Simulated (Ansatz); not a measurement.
C2H3AlF2, SMILES `FC(F)=[CH][AlH2]`, relaxed with RKS PBE0-D4/def2-TZVP in Ansatz from a PBE-D4/def2-SVP geometry. The force threshold is 0.005 eV/Å; the program also tests the step.

Total charge 0; spin multiplicity 1.

Start:

```xyz
8

F    -1.341    0.001   -2.268
C    -0.415    0.015   -1.318
F     0.782    0.074   -1.890
C    -0.640   -0.021    0.008
Al    0.748    0.000    1.364
H    -1.711   -0.073    0.268
H     0.290   -0.043    2.894
H     2.288    0.047    0.944
```

| step | energy (eV) | largest force (eV/Å) | largest move (Å) |
| --- | --- | --- | --- |
| 1 | -14145.0918 | 0.784 | 0.000 |
| 2 | -14145.1236 | 0.228 | 0.025 |
| 3 | -14145.1262 | 0.041 | 0.009 |
| 4 (rejected) | -14145.1261 | 0.062 | 0.008 |
| 5 | -14145.1263 | 0.033 | 0.004 |
| 6 | -14145.1263 | 0.004 | 0.003 |

End:

```xyz
8

F    -1.326    0.002   -2.244
C    -0.412    0.014   -1.299
F     0.770    0.068   -1.871
C    -0.637   -0.022    0.004
Al    0.743   -0.003    1.350
H    -1.692   -0.065    0.258
H     0.287   -0.049    2.867
H     2.268    0.055    0.934
```

Hardware: 2 threads of an Arm Neoverse V1 on a shared host. Wall time 29 s, peak host memory 0.38 GiB.
